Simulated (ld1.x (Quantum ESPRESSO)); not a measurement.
# Ranking TM potentials for vanadium (V)

All share these settings but for the change named:

| Property | Result |
| --- | --- |
| Element | vanadium |
| Generator | ld1.x (Quantum ESPRESSO) 7.5 |
| Type | norm-conserving Troullier–Martins (Kleinman–Bylander form) |
| Functional | PBEsol |
| Relativity | scalar-relativistic |
| Frozen core | [Ar] |
| Valence charge | 5 |
| Reference configuration | 3d3 4s0.5 4p0 (charge +1.5) |
| Partial waves | 4p (bound, empty): rc 3.15 bohr; 3d (bound): rc 1.00 bohr; 4s (bound): rc 1.90 bohr |
| Local potential | the s channel |
| Core correction | none |

Test errors are all-electron minus pseudo excitation energies from the reference, over 3d3 4s2 4p0; 3d3 4s1 4p0; 3d3 4s0 4p0; 3d2 4s0 4p0; 3d3 4s0 4p2; 3d3 4s1 4p1; 3d3 4s1.5 4p0. None of these files shows a bound ghost.

The base gives 253.9 meV.

Of 12 variants that were run, those that failed, showed a ghost or another fault, or gave nearly equal values are left out.

A variant can come out equal or close to the base, since the largest error may sit in a test that the change hardly touches while other tests move.

Q: Rank these variants by their largest absolute test error, smallest first.
A. core correction a·sin(br)/r model core inside 1.24 bohr
B. wave 3d (bound): rc 1.00 bohr becomes 3d (bound): rc 1.40 bohr
C. wave 4p (bound): rc 3.15 bohr becomes 4p (bound): rc 3.04 bohr

A: B (216.0 meV), C (253.9 meV), A (682.0 meV).
